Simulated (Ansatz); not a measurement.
Consider the redistribution: `[AlH2][CH2][GeH3]` + `Cl[SiH]1C[SiH2]N1` → `[AlH2][SiH]1C[SiH2]N1` + `Cl[CH2][GeH3]`.

Gas-phase electronic energies from Ansatz, PBE0-D4/def2-TZVP geometries. CCSD(T)/CBS is the MP2 limit (def2-TZVPP, def2-QZVPP) plus CCSD(T) − MP2 in def2-TZVPP, frozen cores. Functionals use def2-TZVPP. For Ge outer-core shells are correlated without core-valence functions, which leaves a few kJ/mol of doubt a bond. Scalar relativity is left out up to krypton.

CCSD(T)/CBS gives +50.9 kcal/mol.

Task: Another level gave +51.2 kcal/mol. Which?
A. r2SCAN-D4/def2-TZVPP
B. ωB97X-V/def2-TZVPP
C. PBE0-D4/def2-TZVPP
D. ωB97M-V/def2-TZVPP

Result: A. r2SCAN-D4 51.2, PBE0-D4 48.4, ωB97X-V 49.7, ωB97M-V 52.5 kcal/mol.

Largest T1 diagnostic among the species: 0.012.

From PBE to PBE0 (25 % exact exchange), in def2-TZVPP and without D4, ΔE moves by +2.1 kcal/mol.
